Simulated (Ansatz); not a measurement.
Name a neutral molecule of Br, C, F, O, Si and H with LUMO energy (PBE0/def2-TZVPP) between -0.80 and -0.50 eV and HOMO energy (B3LYP/def2-TZVPP) between -7.75 and -7.45 eV (Ansatz, PBE0-D4/def2-TZVP geometry).

`O[SiH2]C(F)Br` (-0.54 eV, -7.72 eV). Other molecules can fit too; these were computed, each in one conformer that needn't be the lowest.

B3LYP here is the variant with VWN-RPA as its local correlation; programs differ in this.
